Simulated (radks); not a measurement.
Initial-state core-level shifts of the bromine ion Br+ when its valence configuration changes from [Ar] 3d10 4s2 4p4. All-electron calculation, scalar-relativistic Kohn-Sham, SCAN, spin-polarised, spherical densities, finite nucleus; open shells are filled with parallel spins first; meta-GGA in the generalised Kohn-Sham scheme; Fermi nuclear charge, rms radius 4.1629 fm. Program: a radial shooting solver on a logarithmic mesh with Libxc functionals. Shifts are changes of the shell-averaged eigenvalues in eV (positive: less bound); the change of the density at the nucleus, which sets a Mossbauer isomer shift, is in e/bohr^3, on a base of 4.495e+04.

valence               1s       2s       2p       3s  density at nucleus
3d10 4p6          -3.503   -3.413   -3.389   -3.429             -73.030
3d9 4s2 4p5      -15.971  -17.539  -17.477  -13.304             +18.895
3d9 4s1 4p6      -17.601  -19.146  -19.068  -14.900             -20.048
3d8 4s2 4p6      -32.608  -35.835  -35.733  -26.706             +39.197
3d10 4s1 4p5      -1.740   -1.702   -1.690   -1.714             -35.591
3d9.5 4s0.5 4p6  -10.437  -11.155  -11.100   -9.120             -47.846
3d9.5 4s2 4p4.5   -7.903   -8.674   -8.640   -6.639              +9.250
